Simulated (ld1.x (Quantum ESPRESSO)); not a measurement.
**Ranking TM potentials for boron (B)**

All share these settings but for the change named:

B (Z = 5), norm-conserving Troullier–Martins (Kleinman–Bylander form), made with ld1.x (Quantum ESPRESSO) 7.5 (LDA (PZ), scalar-relativistic). Core [He], reference 2s2 2p0.5 (charge +0.5). Waves: 2s (bound): rc 1.45 bohr; 2p (bound): rc 1.70 bohr. Local part: the p channel. Core correction: a·sin(br)/r model core inside 1.30 bohr.

Cutoff: the first of the cutoffs (Ry, on a coarse ladder) from which the occupation-weighted sum of valence levels, in a spherical-Bessel basis at the reference potential, stays within 10 and 1 mRy of its value at 400 Ry; the density cutoff is not measured.

The base gives 25 Ry.

Of 6 variants that were run, those that failed, showed a ghost or another fault, or gave nearly equal values are left out.

A variant can come out equal or close to the base.

Task: Rank these variants from softest to hardest (loose cutoff).
A. all radii but the core radius scaled by about 1.05 (s 1.52, p 1.80 bohr)
B. all radii but the core radius scaled by about 1.24 (s 1.80, p 2.12 bohr)
C. all radii but the core radius scaled by about 1.37 (s 1.98, p 2.32 bohr)
D. all radii but the core radius scaled by about 1.16 (s 1.68, p 1.98 bohr)
E. all radii but the core radius scaled by about 0.79 (s 1.14, p 1.34 bohr)

Result: C (15 Ry), B (18 Ry), D (21 Ry), A (25 Ry), E (30 Ry).
